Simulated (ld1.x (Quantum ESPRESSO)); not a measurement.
## Ta, TM: configuration errors across variants

ld1.x (Quantum ESPRESSO) 7.5 input, shortened:

```
&input
   title='Ta', zed=73., rel=1, dft='PBE', iswitch=3,
   config='[Xe] 4f14 5d3 5f-2 6s1 6p0'
 /
 &inputp
   pseudotype=2, tm=.true., lloc=-1, rcloc=1.55,
   nlcc=.true.
 /
4
6S  1  0   1.00   0.00  1.95  1.95  0.0
5P  2  1   6.00   0.00  1.60  1.60  0.0
5D  3  2   3.00   0.00  1.65  1.65  0.0
5F  4  3  -2.00   0.20  1.75  1.75  0.0
 &test
   configts(1)='5p6 5d3 6s1 6p0'
 /
```

All-electron excitation energies from the reference (eV): (1) 5p6 5d3 6s2 6p0 -8.467; (2) 5p6 5d3 6s0 6p0 14.972; (3) 5p6 5d2 6s0 6p0 38.576; (4) 5p5 5d3 6s2 6p0 36.513; (5) 5p6 5d4 6s1 6p0 -6.374; (6) 5p6 5d3 6s1.5 6p0 -5.006; (7) 5p6 5d3 6s1 6p1 -4.289.

Tests that are not counted but printed errors over 1 eV. “all radii but the core radius scaled by about 0.79 (s 1.54, p 1.26, d 1.30, f 1.38 bohr); local potential all-electron potential smoothed inside 1.22 bohr (lloc = -1)”: 5p6 5d3 6s1.5 6p0 (solver errors, printed error -1018 eV); 5p6 5d3 6s2 6p0 (solver errors, printed error -20.7 eV); 1 more. “all radii but the core radius scaled by about 1.38 (s 2.70, p 2.22, d 2.28, f 2.42 bohr); local potential all-electron potential smoothed inside 2.16 bohr (lloc = -1)”: 5p5 5d3 6s2 6p0 (solver errors, printed error -1005 eV).

A true bound ghost makes a file unfit for plane-wave use even where its test errors are small: the radial tests pick states by their node count and pass the ghost by. Where a test does run into it, the solver fails or the error is huge.

Errors AE − PS in meV (a dash: test not solved or not reliable):

```tsv
change	(1)	(2)	(3)	(4)	(5)	(6)	(7)	bound ghosts
base	+0.7	-11	-39	-187	-3.5	+1.2	+20	f, s
all radii but the core radius scaled by about 0.79 (s 1.54, p 1.26, d 1.30, f 1.38 bohr); local potential all-electron potential smoothed inside 1.22 bohr (lloc = -1)	–	-58	-91	-193	–	–	-10602	s, f
all radii but the core radius scaled by about 0.89 (s 1.74, p 1.42, d 1.46, f 1.56 bohr); local potential all-electron potential smoothed inside 1.38 bohr (lloc = -1)	-6.3	-25	-58	-157	-4.9	-1.0	+25	f, s
all radii but the core radius scaled by about 1.04 (s 2.02, p 1.66, d 1.72, f 1.82 bohr); local potential all-electron potential smoothed inside 1.60 bohr (lloc = -1)	+1.5	-9.2	-34	-218	-2.9	+1.5	+21	f, s
all radii but the core radius scaled by about 1.22 (s 2.38, p 1.96, d 2.02, f 2.14 bohr); local potential all-electron potential smoothed inside 1.90 bohr (lloc = -1)	-1.9	-13	-32	-468	-6.9	+0.5	-288	p, s
all radii but the core radius scaled by about 1.38 (s 2.70, p 2.22, d 2.28, f 2.42 bohr); local potential all-electron potential smoothed inside 2.16 bohr (lloc = -1)	-2.7	-14	-17	–	-8.2	+0.3	+50	s
```

Q: Give the same row for: all radii but the core radius scaled by about 1.10 (s 2.14, p 1.76, d 1.82, f 1.92 bohr); local potential all-electron potential smoothed inside 1.70 bohr (lloc = -1).

A: +0.7, -10, -30, -270, -3.7, +1.2, +3.1; bound ghosts: s.
